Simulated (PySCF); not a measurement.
N-ethenylpropan-2-imine (C5H9N), SMILES C=CN=C(C)C.

Geometry optimised at B3LYP-D3(BJ)/def2-SVP. The values are those of a single conformer.

The numbers are results of PySCF with SMD-ωB97X/6-31G*, not measurements.

Solvation free energies are E(SMD) − E(gas) at the gas-phase geometry, for 1 M in both phases. In vacuum the dipole moment is 1.89 D.

| solvent | ΔG(solv) (kcal/mol) | its non-electrostatic (CDS) part | dipole (D) |
|---|---|---|---|
| water | -2.4 | 2.8 | 2.69 |
| dichloromethane | -5.7 | -1.3 | 2.54 |
| n-hexane | -3.5 | -1.8 | 2.14 |
